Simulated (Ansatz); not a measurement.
Two isomers of C2H5FSSi: A = `C=C(F)S[SiH3]`, B = `CC1(F)[SiH2]S1`.

Isolated molecules relaxed with PBE0-D4/def2-TZVP in Ansatz; ΔE leaves out vibrations. CBS: MP2 limit from def2 TZ/QZ plus the TZ coupled-cluster correction, frozen cores. Functionals use def2-TZVPP. B3LYP here is the variant with VWN-RPA as its local correlation; programs differ in this. Each species was taken in one conformer, which may not be the lowest.

(1) Which isomer does CCSD(T)/CBS put lower? Give the gap. (An estimate is asked.)

(2) Give E(B) − E(A) in kcal/mol with B2PLYP, PBE-D4, MP2/def2-TZVPP, CCSD(T)/def2-TZVPP, HF/def2-TZVPP, B3LYP-D4, CCSD/def2-TZVPP. (Best estimate.)

Largest T1 diagnostic: 0.013.

Answers

(1) Ansatz gave: B, by 4.5 kcal/mol.

(2) Computed: B2PLYP -2.6, PBE-D4 -5.6, MP2/def2-TZVPP -5.6, CCSD(T)/def2-TZVPP -3.3, HF/def2-TZVPP 2.6, B3LYP-D4 -1.5, CCSD/def2-TZVPP -2.8. The order is the other way round with HF/def2-TZVPP.

In def2-TZVPP, CCSD(T) changes the Hartree–Fock value by −6.0 kcal/mol (the triples alone add −0.6 kcal/mol) and MP2 by −8.2 kcal/mol.
